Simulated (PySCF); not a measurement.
**Computed properties of CH3FO2Si2, SMILES O=C1[SiH2][Si@H](O1)F**

CH3FO2Si2, SMILES O=C1O[Si@H](F)[SiH2]1. The structure is a stationary point at PBE0-D3(BJ)/def2-SVP. The structure was generated by enumeration; whether it is a known compound was not checked. Other conformers were not sampled. All values are computed for the isolated molecule unless a solvent is named; none is compared with measurement here.

**Structure.** All 21 harmonic modes at PBE0-D3(BJ)/def2-SVP (PySCF) are real, so it is a minimum. With heavy atoms numbered as in [O:1]=[C:2]1[O:3][Si@H:4]([F:5])[SiH2:6]1, the shortest bond between them is O1–C2 at 1.187 Å and the longest Si4–Si6 at 2.318 Å.

**Vibrations.** The strongest infrared lines (harmonic, unscaled, degenerate partners summed) lie at 1924 cm⁻¹ (357 km/mol, C 61 %, O 39 %), 1083 cm⁻¹ (247 km/mol, C 55 %, O 35 %), 939 cm⁻¹ (231 km/mol, Si 45 %, F 36 %, H 11 %, O 9 %). The softest mode is at 79 cm⁻¹ and the zero-point energy is 26.8 kcal/mol.

**Electronic structure.** CAM-B3LYP/def2-TZVP (PySCF) places the frontier levels at -9.11 and -0.30 eV, a gap of 8.81 eV, and gives a dipole moment of 4.06 D and a mean polarisability of 65.6 bohr³. PBE/def2-TZVP (PySCF) at the same geometry gives -6.40 and -2.42 eV, so its gap is 4.83 eV narrower. An orbital gap is neither the optical nor the fundamental gap.

**Excitations.** TDA-ωB97X/def2-SVPD (PySCF) has S1 at 4.77 eV (260 nm, f = 0.001, dark); the most intense of the 10 singlets computed lies at 7.44 eV (f = 0.14). T1 (TDA) is at 4.14 eV, 0.63 eV under S1. TDA-PBE/def2-SVPD (PySCF) puts S1 at 4.26 eV. No vertical singlet excitation falls in the visible range (under 3.1 eV).

**NMR.** GIAO shifts at PBE0/pcSseg-1 (PySCF) (non-relativistic, atoms alike by connectivity averaged): ¹³C at 178.0 ppm against TMS; ¹H from 5.2 to 6.0 ppm against TMS; ²⁹Si from -35.8 to 9.6 ppm against TMS; ¹⁹F at -172.7 ppm against CFCl3.

**Solvation.** SMD-PBE0/6-31G* (PySCF) gives -2.6 kcal/mol in water, -5.3 kcal/mol in acetone, -4.7 kcal/mol in acetonitrile (1 M in both phases, gas-phase geometry); of these solvents acetone holds the molecule best.
